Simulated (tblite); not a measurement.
Isomers of C4H12O2SSi2. All values are computed: GFN2-xTB (tblite) harmonic vibrations without scaling, gas phase. The method is semi-empirical: single wavenumbers can be off by several per cent or more. Modes of hydrogen on silicon can be 10 to 20 % off. One conformer each.

Electronic energies: GFN2-xTB at the same geometries; isomer energies are rough at this level and their order can be wrong.

```csv
SMILES,"electronic energy, lowest = 0 (kcal/mol)"
CS[C@@H]1CCO[Si@H]1O[SiH3],0.0
C=C([Si@@H](O)C[SiH3])[S@@](C)=O,103.3
CS(=O)(=O)C1C[SiH2][SiH2]C1,111.9
CS[Si@@H](O)O[C@@H]1[SiH2][C@H]1C,51.7
```

Q: How do GFN2-xTB zero-point energies change the relative energies?

A: 
```csv
SMILES,ZPE (kcal/mol),of it from modes above 1550 cm⁻¹,electronic (kcal/mol),"with ZPE, lowest = 0 (kcal/mol)",lowest mode (cm⁻¹),rings
CS[C@@H]1CCO[Si@H]1O[SiH3],95.5,47.2,0.0,0.0,9i,1
CS[Si@@H](O)O[C@@H]1[SiH2][C@H]1C,95.8,49.9,51.7,52.0,24,1
C=C([Si@@H](O)C[SiH3])[S@@](C)=O,91.9,50.1,103.3,99.7,14,0
CS(=O)(=O)C1C[SiH2][SiH2]C1,94.6,46.9,111.9,111.1,28,1
```

The zero-point energies span 3.9 kcal/mol, from `C=C([Si@@H](O)C[SiH3])[S@@](C)=O` to `CS[Si@@H](O)O[C@@H]1[SiH2][C@H]1C`. Slightly imaginary modes are left out of the zero-point energy: `CS[C@@H]1CCO[Si@H]1O[SiH3]` 8.7i cm⁻¹. The order is unchanged.
